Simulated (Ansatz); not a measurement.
Ideal-gas functions of CH$_{4}$O$_{2}$SW, SMILES `[CH3][W](=[O])([OH])=[S]` at 298.15 K and 1 bar, from an Ansatz frequency run at PBE0-D4/def2-TZVP.

Molar mass 263.95 g/mol, point group C1 (symmetry number 1), electronic degeneracy 1, moments of inertia 160.562, 234.097, 253.191 u Å². Harmonic wavenumbers (cm⁻¹, unscaled): 163, 168, 178, 187, 235, 273, 346, 556, 561, 600, 644, 697, 746, 1038, 1218, 1412, 1419, 3038, 3129, 3147, 3890.

Use S(trans) = R[1.5 ln M + 2.5 ln T − 1.1517]; rotational temperatures θ = 24.2544 K / I; S(rot) = R[ln(√π/σ · √(T³/θAθBθC)) + 1.5]; for each mode x = 1.438777 ν̃/T, S = R[x/(eˣ − 1) − ln(1 − e⁻ˣ)] and H = RT x/(eˣ − 1); 1 cm⁻¹ = 0.0119627 kJ/mol; R = 8.31446 J/(mol·K).

**Question.** By hand: the entropy, in J/(mol·K).

**Answer.** Translation 178.4. Rotation: θ = 0.1511, 0.1036, 0.0958 K, giving 115.3. Vibration, mode by mode: 10.52, 10.28, 9.83, 9.44, 7.70, 6.60, 4.96, 2.23, 2.18, 1.88, 1.59, 1.30, 1.07, 0.34, 0.16, 0.07, 0.07, 0.00, 0.00, 0.00, 0.00, in all 70.2. Electronic 0.0. Sum 363.9 J/(mol·K).

**Question.** By hand: H − E and G − E in kJ/mol, counted from the electronic energy.

**Answer.** Zero-point energy ½ × 23645 × 0.0119627 = 141.4; thermal vibration 12.3; translation, rotation and pV give 4 RT = 9.9. H − E = 163.6 kJ/mol, and G − E = 163.6 − 298.15 × 363.9/1000 = 55.1 kJ/mol.

Vibration gives 19 % of the entropy. The sum counts one conformer and one mirror image; others add a mixing term.
